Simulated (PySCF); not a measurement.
**SiHg and its ions**

ROHF-MP2; basis Si def2-SVPD, Hg def2-SVPD with ECP60; scalar-relativistic core potentials; PySCF 2.14. Neutral (ROHF): triplet (π ↑↑), Re = 2.602 Å, ωe = 176 cm⁻¹, De = 0.46 eV.

SiHg⁺ (UHF): doublet (π ↑), Re = 2.606 Å, ωe = 231 cm⁻¹, De = 1.11 eV to Si⁺ + Hg. The energies at the minima are -441.74754 hartree for SiHg and -441.47942 for SiHg⁺.

(1) Work out the adiabatic ionisation energy, without and with harmonic zero-point energies (1 hartree = 27.2114 eV, 1 eV = 8065.5 cm⁻¹), and the change of the bond length.

SiHg⁻ (UHF): quartet (σ ↑, π ↑↑), Re = 2.878 Å, ωe = 118 cm⁻¹. The energies at the minima are -441.74754 hartree for SiHg and -441.78280 for SiHg⁻.

(2) Work out the adiabatic electron affinity, without and with harmonic zero-point energies (1 hartree = 27.2114 eV, 1 eV = 8065.5 cm⁻¹), and the change of the bond length.

Correlated steps freeze 5 core orbitals. UHF and ROHF references stand side by side, which adds small steps between rows. Weak bonds: SiHg. Basis-set superposition, not corrected here, can be much of De in a small basis, most of all at correlated wavefunction levels. Spin–orbit coupling is left out, which matters for elements this heavy, above all for dissociation energies. For an ion De counts to the pair picked by the measured ionisation energies or electron affinities, which need not be the lowest pair at this level. States were picked by a PBE0 search and need not be the measured ground states.

Neutral and ion stand on different kinds of reference determinant, which adds to the error of the difference.

## Answers

(1) At MP2: 0.26812 hartree = 7.296 eV between the minima; the zero-point term (231.0 − 176.0)/2 cm⁻¹ = +0.003 eV makes it 7.299 eV. Re changes by +0.4 pm against the neutral. The electron leaves a π orbital, and the small change of length marks it as nearly non-bonding.

(2) At MP2: 0.03526 hartree = 0.959 eV between the minima; the zero-point term (176.0 − 118.0)/2 cm⁻¹ = +0.004 eV makes it 0.963 eV. Re changes by +27.6 pm against the neutral. The electron enters a σ orbital, and the longer bond of the ion fits an antibonding orbital, or a change in how ionic the bond is.
